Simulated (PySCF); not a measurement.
# How methods differ on the ionisation energy of Cu+

Cu+ [Ar] 3d10 (1S) → Cu(2+) [Ar] 3d9 (2D), as a difference of total energies. Calculation: PySCF 2.14, in cc-pVDZ-DK; the spin-free X2C one-electron Hamiltonian (Gaussian nucleus). Correlated levels: valence: [Ar] frozen. The calculations carry no spin-orbit coupling.

| method | ionisation energy (eV) |
| --- | --- |
| UHF | 17.177 |
| B3LYP | 20.496 |
| LDA | 21.411 |
| MP2 (valence) | 20.550 |
| SCS-MP2 (valence) | 20.112 |

Q: How much does correlation contribute at MP2 (valence)?

A: 20.550 − (17.177) = 3.373 eV, measured against UHF.

The reference lies between the lowest fine-structure levels, while these numbers refer to the centres of the terms.

Errors of the correlated levels include the incompleteness of this basis and the frozen core.

For comparison: 20.292 eV (measured; NIST Atomic Spectra Database, ionization energies).
